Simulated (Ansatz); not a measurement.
A run on `CC(C)B(N)N` with other settings.

```yaml
crystal:
  periodic: [false, false, false]
  atoms:
    - {symbol: C, position_ang: [-0.456760, -1.676033, -0.010222]}
    - {symbol: C, position_ang: [0.308361, -0.432477, 0.451529]}
    - {symbol: C, position_ang: [1.734627, -0.462254, -0.084825]}
    - {symbol: B, position_ang: [-0.503559, 0.884852, 0.071845]}
    - {symbol: N, position_ang: [-0.099321, 1.691243, -1.016451]}
    - {symbol: N, position_ang: [-1.656770, 1.218448, 0.823293]}
    - {symbol: H, position_ang: [0.058611, -2.595142, 0.287955]}
    - {symbol: H, position_ang: [-0.550496, -1.691925, -1.100767]}
    - {symbol: H, position_ang: [-1.468003, -1.710573, 0.402495]}
    - {symbol: H, position_ang: [0.365442, -0.471223, 1.548544]}
    - {symbol: H, position_ang: [2.313995, 0.405226, 0.242149]}
    - {symbol: H, position_ang: [2.266362, -1.360468, 0.244562]}
    - {symbol: H, position_ang: [1.746014, -0.477712, -1.180642]}
    - {symbol: H, position_ang: [0.722236, 1.489358, -1.554962]}
    - {symbol: H, position_ang: [-0.585597, 2.515897, -1.319933]}
    - {symbol: H, position_ang: [-2.252613, 2.003406, 0.630191]}
    - {symbol: H, position_ang: [-1.961630, 0.668876, 1.605138]}
basis:
  gaussian: {orbitals: cc-pVDZ}
hamiltonian: {xc: {name: B2GP-PLYP}}
scf: {lower_state_search: light}
output: {forces: true}
```

```sh
$ ansatz run in.yaml --threads 4 --pin off --events-out ev --progress --plain --max-ram 11315MiB
```

Output, abridged:

```
Functional definition: B2GP-PLYP
1269 factors; integrals over basis functions are off by at most 1.3e-3 eV
mean field evaluation 1: about -6922.6233 eV, gradient 5.9e1 eV
mean field evaluation 2: about -6922.7955 eV, gradient 5.8e1 eV
mean field evaluation 4: about -6930.3505 eV, gradient 2.6e0 eV
mean field evaluation 8: about -6930.3771 eV, gradient 5.3e-2 eV
mean field evaluation 16: about -6930.3771 eV, gradient 2.1e-5 eV
mean field -6930.37709357 eV, -254.6866606103 hartree, gradient 1.5e-6 eV, S^2 0.000000; 0 other end points of the search recorded, 0 dependent functions left out
6 core orbitals not correlated: weight in the atoms' cores, before any rotation towards them, 1.000 or more for the frozen orbitals, at most 0.000 for the correlated occupied ones
reference -6930.37722200 eV, -254.6866653302 hartree; 18, 18 occupied and 115, 115 virtual orbitals, 1269 factors
second order -27.04160133 eV of doubles, -0.00000000 eV of singles
Total energy: -6940.11219848 eV, -255.0444191172 hartree
Atom 0 at    -0.456760    -1.676033    -0.010222 Å, force     0.041301     0.017051     0.034355 eV/Å
Atom 1 at     0.308361    -0.432477     0.451529 Å, force    -0.061376     0.060314    -0.041293 eV/Å
Atom 2 at     1.734627    -0.462254    -0.084825 Å, force    -0.007995    -0.021899     0.027437 eV/Å
Atom 3 at    -0.503559     0.884852     0.071845 Å, force    -0.016787     0.050194     0.011261 eV/Å
Atom 4 at    -0.099321     1.691243    -1.016451 Å, force     0.020742    -0.056632     0.019959 eV/Å
Atom 5 at    -1.656770     1.218448     0.823293 Å, force     0.052608    -0.040537    -0.020893 eV/Å
Atom 6 at     0.058611    -2.595142     0.287955 Å, force     0.106679    -0.223870     0.061359 eV/Å
Atom 7 at    -0.550496    -1.691925    -1.100767 Å, force    -0.023343    -0.001921    -0.255846 eV/Å
Atom 8 at    -1.468003    -1.710573     0.402495 Å, force    -0.232038     0.002083     0.095850 eV/Å
Atom 9 at     0.365442    -0.471223     1.548544 Å, force     0.011085    -0.008233     0.233115 eV/Å
Atom 10 at     2.313995     0.405226     0.242149 Å, force     0.132339     0.199406     0.068991 eV/Å
Atom 11 at     2.266362    -1.360468     0.244562 Å, force     0.132671    -0.201915     0.071848 eV/Å
Atom 12 at     1.746014    -0.477712    -1.180642 Å, force    -0.000674     0.007099    -0.247144 eV/Å
Atom 13 at     0.722236     1.489358    -1.554962 Å, force     0.178698    -0.035112    -0.133240 eV/Å
Atom 14 at    -0.585597     2.515897    -1.319933 Å, force    -0.118399     0.196415    -0.065816 eV/Å
Atom 15 at    -2.252613     2.003406     0.630191 Å, force    -0.140168     0.188775    -0.050168 eV/Å
Atom 16 at    -1.961630     0.668876     1.605138 Å, force    -0.075343    -0.131218     0.190225 eV/Å
Dipole moment:    -0.163094     0.248741    -0.045360 e Å
```

Hardware: 4 threads of an Arm Neoverse V2 on a shared host. Wall time 6.5 s, peak host memory 0.78 GiB.
